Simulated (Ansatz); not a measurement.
MnF2, relaxed as a doublet with UKS PBE0-D4/def2-TZVP in Ansatz, starting from the PBE0-D4/def2-TZVP geometry of the neutral sextet. Force threshold 0.02 eV/Å.

The charge 0 doublet is spin-contaminated (final ⟨S²⟩ up to 2.61, 0.75 for a pure state). At PBE0-D4/def2-TZVP a sextet of charge 0 lies 2.65 eV below the doublet, each at its own geometry.

Start:

```tsv
atom	x (Å)	y (Å)	z (Å)
Mn1	-0.001	-0.004	0.000
F2	0.685	-0.197	-1.643
F3	-0.683	0.201	1.643
```

```
step  energy (eV)  largest force component (eV/Å)  SCF passes
   1  -36745.9880                           0.798         578
   2  -36746.0096                           0.416         314
   3  -36746.0169                           0.028         388
   4  -36746.0170                           0.001         347
```

Force components are those of the run's own axes.

End:

Cartesian coordinates in Å:
```
Mn 0.000 0.000 0.000
F 0.671 -0.195 -1.611
F -0.671 0.195 1.611
```

By distances, no bond broke or formed. The bond that changes most is Mn1–F3, from 1.79 to 1.76 Å (atoms count from 1).

No frequencies were taken in this run, so the end may be a saddle point.

Run time 71 s (4 threads of Arm Neoverse V2 on a shared host).
